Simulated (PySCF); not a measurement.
In(Me)(NH2)2 (CH7InN2), SMILES [CH3][In]([NH2])[NH2].

Geometry: PBE-D3(BJ)/def2-SVP. The def2 effective core potentials stand for the cores of In; spin–orbit coupling is left out. Other conformers were not sampled.

Method: TDA-PBE/def2-SVPD (PySCF).

Vertical excitations. Gas-phase values at a fixed geometry.

Computed excitation energies, oscillator strengths and character:
```csv
state,energy (eV),λ (nm),f,main pairs
S1,4.07,305,0.033,"HOMO→LUMO 82 %, HOMO→LUMO+1 15 %"
S2,4.63,268,0.080,HOMO−1→LUMO 84 %
S3,4.97,249,0.056,HOMO→LUMO+1 81 %
S4,5.44,228,0.017,HOMO−1→LUMO+1 81 %
S5,5.63,220,0.067,HOMO→LUMO+2 87 %
S6,5.71,217,0.002,HOMO→LUMO+3 98 %
S7,5.73,216,0.106,HOMO−2→LUMO 91 %
S8,6.03,206,0.004,"HOMO→LUMO+4 83 %, HOMO−1→LUMO+2 14 %"
S9,6.12,203,0.000,HOMO−1→LUMO+2 80 %
S10,6.27,198,0.037,HOMO−1→LUMO+3 95 %
T1,3.42,362,0,HOMO→LUMO 99 %
T2,3.91,317,0,HOMO−1→LUMO 98 %
T3,4.37,284,0,HOMO→LUMO+1 99 %
T4,4.84,256,0,HOMO−1→LUMO+1 88 %
```
Triplets are in the Tamm–Dancoff approximation.
